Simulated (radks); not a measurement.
Results of a calculation; reference values are marked as such.
Spherical quantum dot in the effective-mass picture: electrons in a well V = -V0 / (1 + exp((r - R)/a)) with V0 = 40.3, R = 1.83, a = 0.071, all in effective atomic units (hartree* = m*/eps^2 hartree, bohr* = eps/m* bohr), one dielectric constant everywhere. Level of theory: non-relativistic Kohn-Sham, r2SCAN, spin-polarised, spherical densities, generalised Kohn-Sham scheme (a radial shooting solver with Libxc functionals). Levels are named by radial order and angular momentum (1s, 1p, 1d, 2s, ...), and open shells are averaged over m.

N = 25, configuration 1s2 1p6 1d10 1f(up 7, down 0). This is the lowest configuration that the search found. Occupied and some empty levels:

level    occupation  eigenvalue (hartree*)  <r> (bohr*)
1s up             1                -21.311        1.167
1s down           1                -21.151        1.152
1p up             3                -20.382        1.251
1p down           3                -20.183        1.243
1d up             5                -18.910        1.314
1d down           5                -18.677        1.309
1f up             7                -16.976        1.364
2s up             0                -16.734       0.8720
1f down           0                -16.714        1.362
2s down           0                -16.612       0.8824
1g up             0                -14.627        1.406
1g down           0                -14.340        1.405
2p up             0                -14.121        1.014
2p down           0                -13.988        1.019
2d up             0                -11.147        1.111
2d down           0                -10.982        1.111

Energy (hartree*): total -682.970, kinetic 102.04, external -982.64, Hartree 220.35, exchange-correlation -22.718.

Electron density:

r (bohr*)  n(r) (e/bohr*^3)
0.0530               0.1147
0.186                0.1345
0.320                0.1830
0.453                0.2744
0.586                0.4285
0.719                0.6626
0.852                0.9775
0.986                 1.335
1.12                  1.643
1.25                  1.766
1.39                  1.587
1.52                  1.099
1.65                 0.5186
1.78                 0.1393
1.92                0.02101
2.05               0.002391
2.19              0.0002669
2.32             0.00003037
2.45              3.580e-06
2.58              4.309e-07
